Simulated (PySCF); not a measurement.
**Gas-phase XPS of `[SiH3]c1csnn1`, computed**

Compound: C2H4N2SSi.
Bonds: Si1–C2, C2–C3 (aromatic), C3–S4 (aromatic), S4–N5 (aromatic), N5–N6 (aromatic), C2–N6 (aromatic). Hydrogens: H7, H8, H9 on Si1; H10 on C3.

The calculation used delta-SCF UKS SCAN, pcX-2 on the ionised atom, pcseg-1 elsewhere, spin-free X2C in PySCF. Binding energies are ΔSCF values: E(core-ionised, relaxed orbitals) − E(ground state) at a fixed geometry, referred to the vacuum level.

Question: Give the core binding energies atom by atom.

Answer: 
| atom(s) | bonded to | level | binding energy (eV) | 2p1/2 (eV) | above the level's lowest (eV) | count |
| --- | --- | --- | --- | --- | --- | --- |
| Si1 | C and 3 H | Si 2p3/2 | 107.09 | 107.72 | 0.00 | 1 |
| Si1 | C and 3 H | Si 1s | 1846.82 | – | 0.00 | 1 |
| C2 | N (aromatic in the SMILES), C (aromatic in the SMILES) and Si | C 1s | 291.20 | – | 0.00 | 1 |
| C3 | S (aromatic in the SMILES), C (aromatic in the SMILES) and H | C 1s | 291.54 | – | +0.34 | 1 |
| S4 | N (aromatic in the SMILES) and C (aromatic in the SMILES) | S 1s | 2478.77 | – | 0.00 | 1 |
| N5 | N (aromatic in the SMILES) and S (aromatic in the SMILES) | N 1s | 406.07 | – | +0.14 | 1 |
| N6 | N (aromatic in the SMILES) and C (aromatic in the SMILES) | N 1s | 405.93 | – | 0.00 | 1 |

Lowest listed C 1s: C2, bonded to N (aromatic in the SMILES), C (aromatic in the SMILES) and Si. Highest, 0.34 eV above it: C3, bonded to S (aromatic in the SMILES), C (aromatic in the SMILES) and H.

The 2 N 1s values lie within 0.14 eV of each other; Gaussian lines of 0.5 eV full width would blend them into one maximum.

Question: Which photon energy gives electrons from Si 2p3/2 of Si1 a kinetic energy of 50 eV, and what is their de Broglie wavelength?

Answer: hν = 107.09 + 50 = 157.09 eV, recoil neglected; λ = 12.264 Å/√(E/eV) = 1.73 Å.

Question: Express the binding energy of Si 2p3/2 of Si1 in atomic units and per mole.

Answer: 107.09 eV = 3.9355 Eh = 10333 kJ/mol.

Not every level is listed. The 2p values add to the ΔSCF energy of one spin-free hole a correction within the shell (spin–orbit coupling, ligand field). 2p1/2 minus 2p3/2 (ligand field included): Si 0.62 eV. Geometry: GFN2-xTB; no solvent, vibrations or thermal averaging.

Hardware: one thread of an Arm Neoverse V2 (shared host). Cost: 44 s wall, 0.50 GiB resident at most.
